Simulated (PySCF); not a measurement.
## Electron correlation in C⁺ (carbon, charge +1)

[He] 2s2 2p1, 2P determinant. All numbers are calculated (PySCF 2.14, scalar relativity by spin-free X2C-1e, in x2c-TZVPall). Frozen: 1s2; 3 electrons correlated.

MP2 pair energies summed by pair of shells (mhartree):

```json
{"pair": "2s-2s", "energy": "-28.58", "share (%)": "57.2"}
{"pair": "2s-2p", "energy": "-21.36", "share (%)": "42.8"}
```

Total MP2 correlation energy: -49.93 mhartree.

Same-spin part -3.31 and opposite-spin part -46.62 mhartree; SCS-MP2 scales them by 1/3 and 6/5 to -57.05 mhartree.

```json
{"level": "CCSD", "correlation energy (mhartree)": "-73.87"}
{"level": "(T)", "correlation energy (mhartree)": "-1.14"}
{"level": "CCSD(T)", "correlation energy (mhartree)": "-75.01"}
```

Diagnostics: T1 = 0.0093, D1 = 0.0177, largest double amplitude 0.132.

Q: Is a single reference adequate?

A: Mostly. T1 lies below 0.03, but a double amplitude of this size points to a near-degeneracy that CCSD handles and MP2 describes poorly.
